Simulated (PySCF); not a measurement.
Labels have come off several samples. The candidates:

A. SMILES CCn1nncc1Cl
B. 1,4-hexadiyne (SMILES C#CCC#CC)
C. bicyclo[2.2.0]hexa-2,5-diene (C1=CC2C=CC12)
D. SMILES c1(C(=O)F)ccc([SiH3])o1
E. `InChI=1S/C10H7F/c11-7-9-6-5-8-3-1-2-4-10(8)9/h1-7H/b9-7-`

Spectrum 1. ¹H NMR (300 MHz, computed): δ 3.22 (quint, J = 3.6 Hz, 2H), 1.99 (t, J = 3.5 Hz, 3H), 1.43 (t, J = 3.8 Hz, 1H). ¹³C{¹H} NMR (computed): δ 83.9 (C), 83.9 (C), 79.2 (C), 75.1 (CH), 11.7 (CH2), 4.7 (CH3).

Spectrum 2. ¹H NMR (300 MHz, computed): δ 8.28 (d, 1H), 7.60 (m, 1H), 7.60 (m, 1H), 7.57 (m, 1H), 7.50 (m, 1H), 6.98 (d, 1H), 6.52 (m, 1H). ¹³C{¹H} NMR (computed): δ 162.4 (CH), 147.6 (C), 138.7 (CH), 138.0 (C), 133.5 (CH), 132.5 (C), 131.6 (CH), 131.1 (CH), 130.9 (CH), 126.1 (CH).

Spectrum 3. ¹H NMR (300 MHz, computed): δ 7.63 (s, 1H), 4.46 (q, 2H), 1.44 (t, 3H). ¹³C{¹H} NMR (computed): δ 136.2 (C), 135.8 (CH), 44.7 (CH2), 17.9 (CH3).

Spectrum 4. ¹H NMR (300 MHz, computed): δ 7.70 (m, 1H), 7.19 (m, 1H), 4.53 (s, 3H). ¹³C{¹H} NMR (computed): δ 166.7 (C), 155.9 (C), 151.5 (C), 132.6 (CH), 130.8 (CH).

Spectrum 5. ¹H NMR (300 MHz, computed): δ 6.98 (m, 4H), 4.06 (m, 2H). ¹³C{¹H} NMR (computed): δ 154.5 (CH), 53.9 (CH).

- structure optimised with GFN2-xTB
- shielding tensors at PBE0/pcSseg-1 (GIAO)
- J couplings at B3LYP/pcJ-1 (spin–dipole term left out of most H,H and C,H couplings)
- code: PySCF 2.14.0 with density-fitted response routines
- equivalent nuclei averaged, no solvent model, relativity neglected, single conformer

δ = σ(ref) − σ, references computed at the same level: TMS for ¹H and ¹³C. Multiplet labels drop J under 1 Hz and among equivalent protons, and merge close values. Unscaled 3J(H,H) run several per cent high. Splittings of carbon signals by F and P are missing where no couplings were computed. Where no couplings were computed, multiplicities follow the n + 1 count of equivalent neighbours, and m marks all less simple cases (inequivalent or close neighbours, rings, F or P nearby). Shifts are as computed. Against solution values, carbons near 30 ppm lie about +3 ppm off and those near 130 ppm about +5 ppm; carbons on Cl a further +6 ppm. Of 1211 compounds with measured shifts, 218 miss one by over three times the rms of a fit or turn the order of signals round; such compounds aren't used in these exercises. Carbons bonded to Cl come out too deshielded.

Which spectrum belongs to which compound?

Results:

1–B, 2–E, 3–A, 4–D, 5–C.

- Spectrum 1 (B): 6 ¹³C signals; δC 83.9 is an alkyne carbon; δC 83.9 is an alkyne carbon.
- Spectrum 2 (E): 10 ¹³C signals; δC 162.4 is an alkene CH; δC 138.7 is an alkene CH.
- Spectrum 3 (A): 4 ¹³C signals; δC 44.7 is an sp3 CH2 bonded to N; δC 17.9 is a methyl carbon.
- Spectrum 4 (D): 5 ¹³C signals; δC 132.6 is an aromatic CH; δC 130.8 is an aromatic CH.
- Spectrum 5 (C): 2 ¹³C signals; δC 154.5 is an alkene CH; δC 53.9 is an allylic sp3 CH.
